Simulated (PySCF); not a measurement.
From one molecule to another.

First species: C5H11NO2Si.
Z-matrix (Å and degrees, GFN2-xTB geometry), rows numbered from 1:
```
C 
C   1  1.3334
C   2  1.4747  1  124.42
N   3  1.2590  2  130.71  1    40.53
C   4  1.4298  3  123.87  2     1.28
O   2  1.3546  1  119.23  3  -176.57
Si  6  1.6140  2  136.24  1  -162.51
O   7  1.6224  6  108.19  2   -62.32
C   8  1.3949  7  128.18  6  -175.72
H   1  1.0761  2  120.48  3   177.34
H   1  1.0729  2  121.73  3     0.49
H   3  1.0861  2  113.40  1  -141.75
H   5  1.0951  4  114.36  3    21.79
H   5  1.0917  4  108.76  3  -100.25
H   5  1.0911  4  107.03  3   143.93
H   7  1.4643  6  111.81  2    58.95
H   7  1.4560  6   99.83  2   179.66
H   9  1.0923  8  110.76  7   -62.32
H   9  1.0924  8  110.82  7    58.17
H   9  1.0906  8  107.99  7   177.97
```

Second species: C5H6ClF3O.
Atom-mapped SMILES: `[CH3:1][O:2]/[C:3](=[CH:4]/[Cl:5])[CH2:6][C:7]([F:8])([F:9])[F:10]` (hydrogens: H11, H12, H13 on C1; H14 on C4; H15, H16 on C6)

Structure used (GFN2-xTB), in Å, numbered top down from 1:
```
atom  x, y, z in Å
C1     2.1343   -1.1058    0.1918
O2     0.8668   -0.7198    0.6727
C3     0.2680    0.3674    0.1290
C4     0.8045    1.1624   -0.7971
Cl5   -0.0292    2.5314   -1.4286
C6    -1.1124    0.5667    0.7006
C7    -2.1289   -0.2930   -0.0360
F8    -2.1613   -0.0441   -1.3513
F9    -3.3724   -0.0794    0.4237
F10   -1.8951   -1.6038    0.0977
H11    2.3899   -2.0107    0.7395
H12    2.1020   -1.3223   -0.8796
H13    2.8834   -0.3327    0.3869
H14    1.7855    1.0271   -1.2168
H15   -1.4220    1.6079    0.6090
H16   -1.1207    0.2574    1.7471
```

Levels: PBE0/pcSseg-1 for dipole moment, HOMO energy, LUMO energy and HOMO–LUMO gap; GFN2-xTB for rotational constant A and rotational constant C. Geometries: GFN2-xTB. All species are isolated and taken at one optimised geometry, non-relativistic unless stated. Electronic properties by PySCF.

The conformers computed, where there is a choice (atom-mapped SMILES and torsion angles):
- `[CH2:1]=[C:2](/[CH:3]=[N:4]\[CH3:5])[O:6][SiH2:7][O:8][CH3:9]`: C1–C2–C3–N4 41°, C1–C2–O6–Si7 -163°, C2–O6–Si7–O8 -62°, O6–Si7–O8–C9 -176°
- `[CH3:1][O:2]/[C:3](=[CH:4]/[Cl:5])[CH2:6][C:7]([F:8])([F:9])[F:10]`: C1–O2–C3–C4 -3°, O2–C3–C6–C7 -84°, C3–C6–C7–F8 -58°

Values for the first species:

```
Dipole moment         : 1.50 D
HOMO energy           : -6.87 eV
LUMO energy           : -0.98 eV
HOMO–LUMO gap         : 5.89 eV
Rotational constant A : 2.416 GHz
Rotational constant C : 0.624 GHz
```

(1) Estimate the same properties for the second species, and the change in each.

Answers

(1) 
```tsv
property	first	second	second less first
dipole moment	1.50 D	3.34 D	+1.84 D
HOMO energy	-6.87 eV	-6.88 eV	-0.01 eV
LUMO energy	-0.98 eV	0.09 eV	+1.07 eV
HOMO–LUMO gap	5.89 eV	6.97 eV	+1.08 eV
rotational constant A	2.416 GHz	1.264 GHz	-1.152 GHz
rotational constant C	0.624 GHz	0.604 GHz	-0.020 GHz
```

On the first: A dipole of 1.50 D is allowed in C1, and pure rotational transitions are dipole-allowed. In atomic units the dipole is 0.59 e·bohr (1 au = 2.5417 D).

On the second: A dipole of 3.34 D is allowed in C1, and pure rotational transitions are dipole-allowed. The dipole equals about 11.2 × 10⁻³⁰ C·m (1 D = 3.33564 × 10⁻³⁰ C·m).
